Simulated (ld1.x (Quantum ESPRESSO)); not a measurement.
# germanium: variants of one TM potential

Base potential:

- Element: Ge
- Generator: ld1.x (Quantum ESPRESSO) 7.5
- Type: norm-conserving Troullier–Martins (Kleinman–Bylander form)
- Functional: PBE
- Relativity: scalar-relativistic
- Frozen core: [Ar] 3d10
- Valence charge: 4
- Reference configuration: 4s2 4p0.5 (charge +1.5)
- Partial waves: 4s (bound): rc 1.45 bohr; 4p (bound): rc 1.65 bohr; 4d channel at -0.2 Ry: rc 1.80 bohr
- Local potential: all-electron potential smoothed inside 1.10 bohr (lloc = -1)
- Core correction: none

Cutoffs, loose and tight: the cutoffs (Ry, on a coarse ladder) from which the occupation-weighted sum of valence levels, in a spherical-Bessel basis at the reference potential, stays within 10 and 1 mRy of its value at 400 Ry. They do not see the model core or the augmentation charge, which bear on the density cutoff. Test errors are all-electron minus pseudo excitation energies from the reference, over the configurations 4s2 4p2; 4s2 4p1; 4s2 4p0; 4s1 4p2; 4s2 4p1.5; 4s1 4p0; 4s1 4p3. A dash means not determined; rows that change the core or the reference have their own tests.

A true bound ghost makes a file unfit for plane-wave use even where its test errors are small: the radial tests pick states by their node count and pass the ghost by.

```tsv
change	outcome	cutoff, loose	cutoff, tight	bound ghosts	largest test error (meV)
base	generated	35 Ry	70 Ry	s	+122
core correction a·sin(br)/r model core inside 0.62 bohr	generated	35 Ry	70 Ry	s	-159
core correction a·sin(br)/r model core inside 0.80 bohr	generated	35 Ry	70 Ry	s	-159
core correction a·sin(br)/r model core inside 0.96 bohr	generated	35 Ry	70 Ry	s	-159
core correction a·sin(br)/r model core inside 1.06 bohr	generated	35 Ry	70 Ry	s	-158
core correction a·sin(br)/r model core inside 1.26 bohr	generated	35 Ry	70 Ry	s	-153
core correction a·sin(br)/r model core inside 1.38 bohr	generated	35 Ry	70 Ry	s	-147
core correction a·sin(br)/r model core inside 1.54 bohr	generated	35 Ry	70 Ry	s	-141
core correction a·sin(br)/r model core inside 1.70 bohr	generated	35 Ry	70 Ry	s	-136
```
